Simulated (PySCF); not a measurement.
SMILES CO[SiH2][CH2][GeH3] (C2H10GeOSi), GFN2-xTB optimised geometry.

```
15

C      2.49     0.90    -0.02
O      1.25     0.26    -0.01
Si     0.99    -1.35     0.00
C     -0.90    -1.35     0.00
Ge    -1.59     0.49     0.00
H      3.04     0.69     0.90
H      3.10     0.57    -0.87
H      2.32     1.97    -0.10
H      1.58    -1.96     1.20
H      1.58    -1.97    -1.19
H     -1.28    -1.88     0.87
H     -1.28    -1.88    -0.87
H     -3.10     0.46     0.01
H     -1.20     1.26    -1.22
H     -1.19     1.27     1.21
```

Density from PBE/def2-TZVP in PySCF 2.14.0 at that geometry.

Minimum of the electron density along straight lines between bonded atoms, close to the bond critical point (lines longer than 1.1 times the sum of covalent radii, or with two minima, are not listed):

| bond | length / Å | ρ at the minimum / e bohr⁻³ | ∇²ρ there / e bohr⁻⁵ | position (fraction from the first atom) |
|---|---|---|---|---|
| C1–O2 | 1.396 | 0.264 | … | 0.35 |
| O2–Si3 | 1.629 | 0.141 | … | 0.59 |
| Si3–C4 | 1.889 | 0.118 | 0.14 | 0.39 |
| C4–Ge5 | 1.967 | 0.121 | … | 0.53 |
| C1–H6 | 1.093 | 0.281 | -0.97 | 0.64 |
| C1–H7 | 1.093 | 0.281 | -0.97 | 0.64 |
| C1–H8 | 1.090 | 0.284 | -0.99 | 0.65 |
| Si3–H9 | 1.469 | 0.125 | 0.15 | 0.50 |
| Si3–H10 | 1.469 | 0.125 | 0.15 | 0.50 |
| C4–H11 | 1.088 | 0.271 | -0.87 | 0.64 |
| C4–H12 | 1.088 | 0.271 | -0.87 | 0.64 |
| Ge5–H13 | 1.508 | 0.138 | 0.08 | 0.60 |
| Ge5–H14 | 1.492 | 0.143 | 0.08 | 0.60 |
| Ge5–H15 | 1.493 | 0.143 | 0.08 | 0.60 |

Question: Complete the blanks.

Answer: 
- C1–O2, ∇²ρ there / e bohr⁻⁵: -0.52
- O2–Si3, ∇²ρ there / e bohr⁻⁵: 0.89
- C4–Ge5, ∇²ρ there / e bohr⁻⁵: 0.09
